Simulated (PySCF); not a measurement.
**Molecular orbitals of IrC**

PBE at R = 1.622 Å; Ir x2c-TZVPPall, C x2c-TZVPPall; spin-free X2C with a Gaussian nucleus (PySCF 2.14). State: doublet, unpaired electrons σ ↑, a mixture of terms (⟨Lz²⟩ = 2.4). Only the outer orbitals are listed, counted within each symmetry.

```csv
spin,orbital,occ.,ε (eV),on Ir (%),main shells (%)
α,14σ,1,-14.97,34,"62 C s, 22 Ir d, 9 Ir s"
α,8π,1,-8.61,67,"66 Ir d, 32 C p"
α,8π,1,-8.61,67,"66 Ir d, 32 C p"
α,15σ,1,-8.08,44,"40 Ir d, 30 C p, 25 C s"
α,4δ,1,-5.82,100,100 Ir d
α,4δ,1,-5.81,100,100 Ir d
α,16σ,1,-5.72,84,"67 Ir s, 15 C p, 10 Ir d"
α,9π,0,-3.07,54,"46 C p, 31 Ir p, 22 Ir d"
α,9π,0,-3.07,54,"46 C p, 31 Ir p, 22 Ir d"
α,17σ,0,-1.91,63,"36 C p, 25 Ir p, 22 Ir d"
β,14σ,1,-14.94,32,"63 C s, 22 Ir d, 8 Ir s"
β,8π,1,-8.47,64,"64 Ir d, 34 C p"
β,8π,1,-8.47,64,"64 Ir d, 34 C p"
β,15σ,1,-7.76,42,"39 Ir d, 30 C p, 27 C s"
β,4δ,1,-5.40,100,100 Ir d
β,4δ,1,-5.39,100,100 Ir d
β,16σ,0,-4.99,83,"67 Ir s, 16 C p, 11 Ir d"
β,9π,0,-2.75,51,"49 C p, 26 Ir d, 24 Ir p"
β,9π,0,-2.75,51,"49 C p, 26 Ir d, 24 Ir p"
```

**Question.** Which are the highest filled and the lowest empty level, where do they sit, and how wide is the gap?

**Answer.** Highest filled β 4δ at -5.39 eV (in %: 100 Ir d); lowest empty β 16σ at -4.99 eV (in %: 67 Ir s, 16 C p, 11 Ir d); the gap at PBE is 0.40 eV.

The bond order (Mayer) is 3.20, the ⟨S²⟩ is 0.752 and the charge on Ir (Mulliken, basis-dependent) is 0.11. The charge on Ir (Löwdin, basis-dependent) is 0.17. The dipole moment (positive dipole means Ir(−)C(+)) is -1.98 D and the polarisability along the bond is 57.7 bohr³. The polarisability across the bond is 44.5 bohr³.

Spin–orbit coupling is left out. With d or f electrons several states lie close, and the lowest PBE0 determinant need not be the measured ground state.
